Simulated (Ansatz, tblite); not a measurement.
Isomers of SiAu4 (singlet), found by a short tight-binding search and relaxed with r2SCAN-D4/def2-SVP in Ansatz.

In the def2 sets Au takes a core potential; there is no spin–orbit coupling. The xTB rows come from tblite. B3LYP takes the VWN-RPA correlation.

Run but left out: HF/def2-SVP, MP2/def2-SVP, CCSD/def2-SVP, CCSD(T)/def2-SVP (C: restricted singlet, unstable towards broken spin symmetry).

C: The restricted singlet is unstable towards broken spin symmetry in Hartree–Fock (as tested in another run); at PBE-D4/def2-TZVP, r2SCAN-D4/def2-TZVP, B3LYP-D4/def2-TZVP, PBE0-D4/def2-TZVP and others this wasn't settled.

Other spin states were run for one of them alone.

A:

```xyz
5

Au   -1.7060   -0.9964   -0.2138
Au   -0.7077    0.7632    1.6931
Au    1.3843    1.4257   -0.0140
Au    0.3862   -0.3345   -1.9206
Si    0.6432   -0.8581    0.4554
```

B:

```xyz
5

Au    0.431   -2.146    0.076
Au   -0.624    0.901   -1.896
Au    0.705    1.293    1.621
Au   -1.467   -0.139    0.570
Si    0.955    0.091   -0.371
```

C:

```
atom   x (Å)   y (Å)   z (Å)
 Au1  -1.147   0.715   0.828
 Au2  -2.362  -1.577   0.502
 Au3   0.223  -1.172  -0.575
 Au4   1.190   1.936   0.198
 Si5   2.095   0.098  -0.952
```

Question: Estimate which lies lowest at each level, and how far above it the others are (kJ/mol).

Answer: 
| level | A | B | C |
| --- | --- | --- | --- |
| GFN1-xTB | 0.0 | 32.6 | 81.0 |
| GFN2-xTB | 39.6 | 0.0 | 9.2 |
| PBE-D4/def2-TZVP | 0.0 | 0.4 | 124.4 |
| r2SCAN-D4/def2-TZVP | 1.3 | 0.0 | 122.3 |
| B3LYP-D4/def2-TZVP | 6.1 | 0.0 | 112.0 |
| PBE0-D4/def2-TZVP | 1.2 | 0.0 | 131.6 |
| r2SCAN0-D4/def2-TZVP | 4.0 | 0.0 | 131.9 |
Point groups (tolerance 0.1 Å): A C4v, B C3v, C Cs. Lower isomers may exist.
